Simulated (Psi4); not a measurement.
C$_{2}$H$_{3}$N, charge -1, doublet, at a GFN2-xTB geometry (a state made from the parent by changing its charge; the spin is typed, not shown lowest) (a gas-phase anion, which may not be bound at this level). Base run: CCSD(T)/cc-pVDZ (Psi4).

Psi4 was given this input:
```
memory 2 GB

molecule mol {
-1 2
  C    -1.147625    0.026037    0.004950
  C     0.343317   -0.399718    0.114960
  N     1.350316    0.271561   -0.095606
  H    -1.659479   -0.620894   -0.721031
  H    -1.640714   -0.116531    0.976598
  H    -1.326173    1.078584   -0.305786
}

set basis cc-pvdz
set reference uhf

energy('ccsd(t)')
print_variables()
```

Variants of this job, named by their change:

```tsv
change	ΔE vs base (mEh)	MP2 correlation (Eh)	CC correlation without the perturbative part (Eh)	basis functions	core-seconds (rough)	outcome
base	0.000	-0.42920	-0.46152	57	50	converged
method = mp3	28.635	-0.42914	-	57	6	converged
puream = on	0.000	-0.42920	-0.46152	57	50	converged
method = mp2	49.657	-0.42914	-	57	4	converged
method = cisd	-	-	-	-	-	input refused
method = mp2.5	39.146	-0.42914	-	57	6	converged
scf_type = pk; mp2_type = conv	0.000	-0.42920	-0.46152	57	60	converged
method = omp2	33.587	-0.42914	-	57	20	converged
freeze_core = on	6.433	-0.42228	-0.45520	57	30	converged
puream = off	-9.613	-0.43807	-0.46972	60	80	converged
```

Open shells are given as the SCF converged; they aren't shown to be the lowest states, and a large step between rows can be another state.

A gas-phase anion may not be bound at this level; its values then depend on the basis.

- method = cisd: ended with `psi4.driver.p4util.exceptions.MissingMethodError: Method=cisd is not available for any derivative level under conditions CI_TYPE=CONV, REFERENCE=UHF, FREEZE_CORE=FALSE, QC_MODULE=(auto). See https://psicode.org/psi4manual/master/introduction.html#ss-cisd. Or d`
